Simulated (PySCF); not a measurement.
**How methods differ on the ionisation energy of Pb²⁺**

Pb²⁺ [Xe] 4f14 5d10 6s2 (1S) → Pb³⁺ [Xe] 4f14 5d10 6s1 (2S), as a difference of total energies. Calculation: PySCF 2.14, in aug-cc-pVTZ-PP with ECP60MDF; a scalar-relativistic core potential. Correlated levels: valence: 5s2 5p6 5d10 frozen. The calculations carry no spin-orbit coupling.

```csv
method,ionisation energy (eV)
UHF,29.771
LDA,32.614
PBE,32.102
PBE0,31.754
r2SCAN,31.847
wB97X,31.733
B97-3,31.753
M06-2X,31.575
BLYP,32.141
MP2 (valence),30.323
SCS-MP2 (valence),30.434
```

Errors of the correlated levels include the incompleteness of this basis and the frozen core.

MP2 underrates the near-degeneracy of ns² with np² in the lower species.

Question: Which method comes closest to the reference value, and which is furthest?

Answer: The reference is 31.937 eV (measured; NIST Atomic Spectra Database, ionization energies). Closest: r2SCAN (error -0.090 eV); furthest: UHF (error -2.166 eV).
